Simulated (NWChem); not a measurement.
System: CH₃AlBrF; SMILES [CH3][Al]([Br])[F]

NWChem input:

```
start job
memory heap 200 mb stack 900 mb global 1100 mb
geometry units angstroms noautoz
  Al     0.056773     0.921928    -0.040026
  F      1.544109     1.564845    -0.416234
  Br     0.030860    -1.283228     0.395217
  C     -1.510233     2.049175     0.003069
  H     -2.418888     1.491908     0.273968
  H     -1.670696     2.518065    -0.981608
  H     -1.373595     2.866723     0.729730
end
basis spherical
  * library def2-svpd
end
dft
  xc xcamb88 1.00 lyp 0.81 vwn_5 0.19 hfexch 1.00
  cam 0.33 cam_alpha 0.19 cam_beta 0.46
  iterations 150
end
tddft
  cis
  nroots 6
  notriplet
end
task tddft energy
```

Geometry: optimised at PBE0/def2-SVP.

Vertical excitations in the gas phase.

### Question
Give the results of this calculation. (CAM-B3LYP/def2-SVPD, TDA.) Quantities: lowest excitation, singlet (eV); oscillator strength of that lowest state; lowest state with f > 0.02, singlet (eV); oscillator strength of that bright state; orbital gap (eV).

### Answer
The lowest excitation, singlet (eV) comes out as 6.60 and the oscillator strength of that lowest state is 0.001. The lowest state with f > 0.02, singlet (eV) comes out as 6.74 and the oscillator strength of that bright state comes out as 0.074. The orbital gap (eV) is 9.76.
